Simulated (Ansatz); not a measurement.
The molecule MgH+, closed-shell singlet (lowest of 2S+1 = 1, 3 at CCSD(T)/def2-TZVPP on PBE0 minima; our sources give no spin for the ground state, which may be another).

Seven points along R, fitted to fifth degree in 1/R; most abundant isotopes. In def2 and cc sets the state is the lowest found near the PBE0 minimum, followed along R. The singlet is held restricted.

Correlated levels freeze the inner cores; with def2 sets outer-core shells near the valence are correlated too.

Programs: Ansatz (a program for electronic structure) with Gaussian orbitals. Each number belongs to the level named beside it.

**Question.** What bond length and harmonic frequency does PBE0/def2-TZVPP give?

**Answer.** r_e = 1.659 Å, ω_e = 1708 cm⁻¹.

**Question.** What bond length and harmonic frequency does CAM-B3LYP/def2-TZVPP give?

**Answer.** r_e = 1.645 Å, ω_e = 1746 cm⁻¹.

**Question.** What bond length and harmonic frequency does CCSD(T)/def2-QZVPP give?

**Answer.** r_e = 1.648 Å, ω_e = 1731 cm⁻¹.
